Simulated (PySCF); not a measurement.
Structure problem from calculated spectra and properties.

Formula: C3H9NO2Si.

| Quantity | Value |
| --- | --- |
| 1H NMR | chemical shifts (computed TMS as zero) by class: 8.86 (1 H), 8.65 (1 H), 5.00 (1 H), 3.81 (6 H) ppm [GIAO PBE0/pcSseg-1] |
| Triplet | lowest triplet excitation (Tamm–Dancoff): 3.46 eV [TDA wB97X-D/def2-SVPD] |
| Dipole | 1.88 D [wB97X-D/def2-SVPD] |
| UV, first state | lowest singlet excitation: 4.00 eV (310 nm, f = 0.001) [TDDFT wB97X-D/def2-SVPD] |
| 13C NMR | chemical shifts (computed TMS as zero) by class: 171.9 (1 C), 51.4 (2 C) ppm [GIAO PBE0/pcSseg-1] |
| UV, strongest line | among the 8 lowest singlet transitions: S6 at 7.73 eV (160 nm, f = 0.091) [TDDFT wB97X-D/def2-SVPD] |
| Rotational structure | rotational constants A, B, C: 2.750, 1.774, 1.174 GHz [GFN2-xTB] |
| NMR, other nuclei | isotropic shieldings of nuclei other than C and H, by class: -165 (1 N), 319 (2 O), 403 (1 Si) ppm [GIAO PBE0/pcSseg-1] |

The electronic properties come from PySCF, for the isolated species, density fitting. Levels stand in brackets. The structure is a single GFN2-xTB conformer in the gas phase; no vibrational or solvent corrections. NMR classes are plain means over equivalent atoms (diastereotopic ones count apart unless rotation or inversion swaps them), as if these changed places fast.

**Question.** Give a SMILES that accounts for the data.

**Answer.** Numbering: `[CH2:1]=[N:2][SiH:3]([O:4][CH3:5])[O:6][CH3:7]`. Its formula, C3H9NO2Si, gives 1 degree of unsaturation: 0 rings and 1 π bond in the structure found. 3 carbons fall into 2 classes; from least to most shielded: C=N carbon [C1] (171.9 ppm), methoxy carbon [C5/C7] (51.4 ppm, 2 C). Hydrogen classes from least to most shielded: 1 H on a C=N carbon, C1 (8.86 ppm), 1 H on a C=N carbon, C1 (8.65 ppm), 1 H on an oxygen-bound silicon, Si3 (5.00 ppm), 6 H on 2 methoxy carbons, C5/C7 (3.81 ppm). The other shieldings belong to: -165 ppm, C=N nitrogen [N2]; 319 ppm, silyl ether oxygen [O4/O6]; 403 ppm, oxygen-bound silicon [Si3]. The optimised geometry has point group C1 and is an asymmetric top. Structure: `C=N[SiH](OC)OC`. Computed isomers that give other values at the same levels: `CN[SiH]1OCCO1` (13C chemical shifts (computed TMS as zero) by class: 65.6 (2 C), 28.3 (1 C) ppm); `[H]/N=C\CCO[SiH2]O` (13C chemical shifts (computed TMS as zero) by class: 175.1 (1 C), 61.5 (1 C), 48.9 (1 C) ppm); `O[SiH](O)[C@H]1CCN1` (13C chemical shifts (computed TMS as zero) by class: 51.7 (1 C), 50.0 (1 C), 20.8 (1 C) ppm). The assignments are read from this structure; whether some other isomer fits the data as well wasn't checked.

Shape of the structure used: `[CH2:1]=[N:2][SiH:3]([O:4][CH3:5])[O:6][CH3:7]`: C1–N2–Si3–O4 -110°, N2–Si3–O4–C5 -51°, N2–Si3–O6–C7 68°.
